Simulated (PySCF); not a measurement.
**Polarisability and C₆ of Mo (molybdenum, neutral)**

[Kr] 4d5 5s1, high-spin 7S determinant. All numbers are calculated (PySCF 2.14, the spin-free X2C one-electron Hamiltonian (Gaussian nucleus), in aug-cc-pVTZ-DK (9s8p6d3f2g, 102 functions)). Coupled (time-dependent) response in atomic units; α is the mean over directions.

| method | mean α (bohr³) | C₆ (like pair) | S(−4) |
| --- | --- | --- | --- |
| PBE0 | 78.20 | 818.3 | 3575 |

S(−4) is the Cauchy moment in α(ω) = α(0) + S(−4) ω² + …

Reference α: 87 ± 6 bohr³ (recommended; Schwerdtfeger and Nagle, table of static dipole polarizabilities (2023 update)). Published C₆: 1030 (Gould and Bucko (2016)).

α(iu) at PBE0:

| u (hartree) | α(iu) (bohr³) |
| --- | --- |
| 0 | 78.20 |
| 0.0500 | 70.36 |
| 0.100 | 55.17 |
| 0.200 | 32.87 |
| 0.300 | 22.13 |
| 0.500 | 12.89 |
| 0.750 | 8.116 |
| 1.00 | 5.716 |
| 1.50 | 3.353 |
| 2.00 | 2.216 |
| 3.00 | 1.170 |
| 5.00 | 0.4851 |

A single London oscillator, α(iu) = α/(1 + u²/ω²), gives C₆ = (3/4) ω α². Matching the computed C₆ needs ω = 4 × 818.3 / (3 × 78.20²) = 0.178 hartree.
